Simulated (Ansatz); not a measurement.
**GaHCl (SMILES [Cl][GaH]): methods side by side**

GaHCl: 3 atoms, total charge 0, spin state doublet. As SMILES, `[Cl][GaH]`. The shape is that of a PBE0-D4/def2-TZVP optimisation.

```xyz
3

Cl    1.5307   -0.1913    0.8057
Ga   -0.3311   -0.5835   -0.2328
H    -1.2105    0.7100   -0.5863
```

Quantity: the energy change with the Ga2–H3 bond stretched from 1.604 to 2.004 Å, in eV. The values are calculated.

| level | kind | program | value (eV) | CPU time (all runs) |
| --- | --- | --- | --- | --- |
| USVWN5/STO-3G | LDA | Ansatz | 1.16 | 11 s |
| U-revPBE/STO-3G | GGA | Ansatz | 1.05 | 19 s |
| UBLYP/STO-3G | GGA | Ansatz | 1.09 | 20 s |
| U-r2SCAN0/STO-3G | hybrid meta-GGA | Ansatz | 1.19 | 91 s |
| UB3LYP/STO-3G | global hybrid | Ansatz | 1.14 | 15 s |
| UPBE0/STO-3G | global hybrid | Ansatz | 1.13 | 17 s |
| U-wB97M-V/STO-3G | range-separated hybrid | Ansatz | 1.24 | 1.8 min |
| U-wB97X/STO-3G | range-separated hybrid | Ansatz | 1.25 | 85 s |

All-electron rows without a relativistic Hamiltonian named are non-relativistic. The first shape isn't each level's own minimum. The values span 1.05 to 1.25 eV. All rows use very small basis sets, so none should be taken for the real molecule's value. Times are those of the runs behind each value, whatever else they computed, on shared processors of several kinds: orders of magnitude only.
